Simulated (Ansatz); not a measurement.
The same path of AlBrClH$_{3}$ (6 atoms, charge 0, multiplicity 1) was run 3 times with different band settings. Lost on the way: Br5–H6. Made: Cl2–H6.

All numbers below come from Ansatz, RKS PBE-D4/def2-SVP.

Relaxed end points:

```xyz
6
Properties=species:S:1:pos:R:3
Al 0.010 -0.077 0.101
Cl 0.005 0.373 2.257
H 1.423 0.098 -0.605
H -1.419 0.003 -0.592
Br 0.096 -2.696 0.863
H 0.062 -1.729 1.993
```

```xyz
6
Properties=species:S:1:pos:R:3
Al 0.019 -0.423 -0.086
Cl 0.010 0.121 2.396
H 1.422 0.144 -0.570
H -1.421 0.053 -0.561
Br 0.094 -2.691 0.622
H 0.053 -1.232 2.215
```

Common settings: movable images 7; spring 5.0 eV/Å²; start path through a guess of the saddle point; force threshold 0.03 eV/Å; end points relaxed.

| run | climbing image | optimiser | iteration limit |
| --- | --- | --- | --- |
| 1 | yes | quadratic models (default) | 60 |
| 2 | from the first iteration | fire | 60 |
| 3 | yes | quadratic models (default) | 6 |

(1) What does each run give, and how far can it be trusted?

Answers

(1) Run 1: converged after 6 iterations, highest image 0.017 eV above the first end. A vibrational analysis at the climbing image gives one clearly imaginary mode, 167i cm⁻¹: a first-order saddle point.
Run 2: converged after 24 iterations, highest image 0.017 eV above the first end. Another band between the same ends (7 images) ends at a top of the same energy, where a vibrational analysis finds 1 clearly imaginary mode.
Run 3: converged after 6 iterations, highest image 0.017 eV above the first end. Another band between the same ends (7 images) ends at a top of the same energy, where a vibrational analysis finds 1 clearly imaginary mode.
The orbitals stay closed-shell, which can raise the energy where a bond breaks towards radicals; this wasn't checked here.
